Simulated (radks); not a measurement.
Values are calculated unless marked as measured or tabulated.
Spin polarisation of the 5d6 shell in Os. Start: [Xe] 4f14 5d(up 3, down 3) 6s2; electrons of 5d are moved from spin down to spin up, other shells keep equal spins. Level of theory: non-relativistic Kohn-Sham, PBEsol, spin-polarised, spherical densities, point nucleus (a radial shooting solver on a logarithmic mesh with Libxc functionals).

| moment (Bohr magnetons) | E - E(0) (eV) | e(5d up) (eV) | e(5d down) (eV) | 6s down minus up (eV) | 5p down minus up (eV) | 4f down minus up (eV) |
|---|---|---|---|---|---|---|
| 0 | 0.000 | -7.910 | -7.910 | 0.000 | 0.000 | 0.000 |
| 1 | -0.150 | -8.195 | -7.597 | 0.229 | 0.575 | 0.100 |
| 2 | -0.599 | -8.456 | -7.255 | 0.461 | 1.152 | 0.200 |
| 3 | -1.352 | -8.691 | -6.880 | 0.696 | 1.733 | 0.300 |
| 4 | -2.411 | -8.901 | -6.471 | 0.937 | 2.318 | 0.400 |

At moment 4 the spin-polarisation energy is -2.411 eV and the 5d exchange splitting 2.430 eV, that is 0.607 eV per Bohr magneton; E = -I m^2/4 would give I = 0.603 eV.
